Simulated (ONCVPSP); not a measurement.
**Br ONCV: all-electron and pseudo phase curves**

```json
{
  "Element": "bromine (Br)",
  "Generator": "ONCVPSP 4.0.1",
  "Type": "optimised norm-conserving Vanderbilt (ONCV)",
  "Functional": "PBEsol",
  "Relativity": "scalar-relativistic",
  "Frozen core": "[Ar]",
  "Valence charge": "17",
  "Reference configuration": "3d10 4s1.5 4p5.5",
  "Partial waves": "4s: rc 1.30 bohr, ncon 3, nbas 8, qcut 3.9 1/bohr, 3 projectors, debl 4 Ha; 4p: rc 1.05 bohr, ncon 3, nbas 6, qcut 6.8 1/bohr, local; 3d: rc 1.05 bohr, ncon 4, nbas 8, qcut 16.5 1/bohr, 2 projectors, debl 3.6 Ha",
  "Local potential": "the p channel",
  "Core correction": "polynomial model core, fcfact 0.7"
}
```

The phase is arctan(r·R′/R) of the radial function R(r), unwrapped; energies in Ha, scanned from -4 to 5 Ha. A pole is an energy at which the radial function vanishes at the test radius. The pseudo phase is shifted by a multiple of π to meet the all-electron one at the reference energy, and phase errors are pseudo minus all-electron; the curves can meet again beyond the range given. Levels narrower than the energy grid can be missing from the lists of poles.

Question: For each channel, where are the poles, and over which energies does the pseudopotential scatter like the atom?

Answer:

| channel | radius (bohr) | reference energy (Ha) | poles, all-electron | poles, pseudo | unbroken range about the reference energy with phases within 0.05 rad | phase error 1 Ha above the reference energy (rad) |
| --- | --- | --- | --- | --- | --- | --- |
| s | 1.32 | -0.75 | 4.78 | 4.78 | the whole range | +0.000 |
| p | 1.07 | -0.30 | none | 4.05 | -2.2 to 0.5 | -0.085 |
| d | 1.07 | -2.48 | -1.75 | -1.75 | the whole range | +0.001 |

Phases in the s channel:

```tsv
E (Ha)	all-electron	pseudo
-3.98	1.064	1.058
-3.74	1.028	1.022
-3.50	0.985	0.980
-3.26	0.935	0.930
-3.02	0.875	0.871
-2.78	0.801	0.798
-2.54	0.712	0.709
-2.30	0.601	0.599
-2.06	0.465	0.463
-1.82	0.300	0.299
-1.58	0.107	0.107
-1.34	-0.103	-0.103
-1.10	-0.316	-0.316
-0.86	-0.513	-0.513
-0.62	-0.683	-0.683
-0.38	-0.825	-0.824
-0.14	-0.940	-0.940
0.10	-1.033	-1.033
0.34	-1.109	-1.109
0.58	-1.172	-1.172
0.82	-1.225	-1.225
1.06	-1.269	-1.269
1.30	-1.307	-1.307
1.54	-1.340	-1.340
1.78	-1.369	-1.369
2.02	-1.394	-1.394
2.26	-1.417	-1.417
2.50	-1.437	-1.437
2.74	-1.456	-1.456
2.98	-1.473	-1.473
3.22	-1.489	-1.489
3.46	-1.503	-1.503
3.70	-1.517	-1.517
3.94	-1.530	-1.530
4.18	-1.542	-1.542
4.42	-1.554	-1.554
4.66	-1.565	-1.565
4.90	-1.576	-1.577
```
